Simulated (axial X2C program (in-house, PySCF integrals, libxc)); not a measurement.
Bond lengths and stretching modes, held linear, of HMoH⁻

Computed with an in-house all-electron X2C program for linear molecules (integrals from PySCF): two-component X2C with atomic mean-field Coulomb and Gaunt terms, Gaussian nuclei, basis H dyall-v3z, Mo dyall-v3z with contracted cores. Spin-free rows use the one-electron spin-free X2C Hamiltonian.

Masses H 1.008, Mo 97.905, H 1.008 u. States: 2c Ω = 5/2 (beyond evenly filled blocks: ω = 5/2); spin-free M_S = 5/2, Λ = 0 (beyond evenly filled blocks: σα, π+α, π-α, δ+α, δ-α).

TPSSh, spin-free: energies above the lowest point

```json
{"r(H–Mo) (Å)": "1.8388", "r(Mo–H) (Å)": "1.8388", "E (meV)": "23.14"}
{"r(H–Mo) (Å)": "1.8388", "r(Mo–H) (Å)": "1.8860", "E (meV)": "10.13"}
{"r(H–Mo) (Å)": "1.8388", "r(Mo–H) (Å)": "1.9331", "E (meV)": "12.77"}
{"r(H–Mo) (Å)": "1.8860", "r(Mo–H) (Å)": "1.8388", "E (meV)": "10.13"}
{"r(H–Mo) (Å)": "1.8860", "r(Mo–H) (Å)": "1.8860", "E (meV)": "0.00"}
{"r(H–Mo) (Å)": "1.8860", "r(Mo–H) (Å)": "1.9331", "E (meV)": "5.34"}
{"r(H–Mo) (Å)": "1.8860", "r(Mo–H) (Å)": "1.9803", "E (meV)": "23.47"}
{"r(H–Mo) (Å)": "1.9331", "r(Mo–H) (Å)": "1.8388", "E (meV)": "12.77"}
{"r(H–Mo) (Å)": "1.9331", "r(Mo–H) (Å)": "1.8860", "E (meV)": "5.34"}
{"r(H–Mo) (Å)": "1.9331", "r(Mo–H) (Å)": "1.9331", "E (meV)": "13.20"}
{"r(H–Mo) (Å)": "1.9803", "r(Mo–H) (Å)": "1.8860", "E (meV)": "23.47"}
{"r(H–Mo) (Å)": "1.9803", "r(Mo–H) (Å)": "1.9803", "E (meV)": "56.48"}
```

Task: Fit a quadratic surface with cubic terms in each bond: where is the minimum, and what are the two stretching wavenumbers?

Result: At TPSSh, spin-free: bonds 1.891 and 1.891 Å; harmonic stretches 1245.5 and 1461.2 cm⁻¹; force constants 1.09, 1.09 and coupling 0.18 mdyn/Å.

The other levels and Hamiltonians give:

```tsv
Hamiltonian	level	r(H–Mo) (Å)	r(Mo–H) (Å)	lower stretch (cm⁻¹)	upper stretch (cm⁻¹)
2c	PBE0	1.889	1.889	1234.3	1448.3
2c	HF	1.952	1.952	1150.9	1359.3
2c	TPSSh	1.892	1.892	1244.3	1460.1
2c	MP2	1.867	1.867	1304.6	1510.1
spin-free	PBE0	1.889	1.889	1235.5	1449.3
spin-free	HF	1.952	1.952	1152.3	1360.6
spin-free	MP2	1.867	1.867	1305.7	1511.1
```

Each state is one determinant, the lowest of a limited PBE0 search; the stretches come from a fit to these few points and carry an uncertainty of a few per cent. Other orders of the atoms were not compared. MP2 freezes inner shells (threshold -2 hartree). For an anion the highest level of a functional can be positive, and the basis then holds the extra electron. The molecule was held linear; bending was not examined, so a bent shape may lie lower. Note: several unpaired electrons, one determinant need not be a pure state.
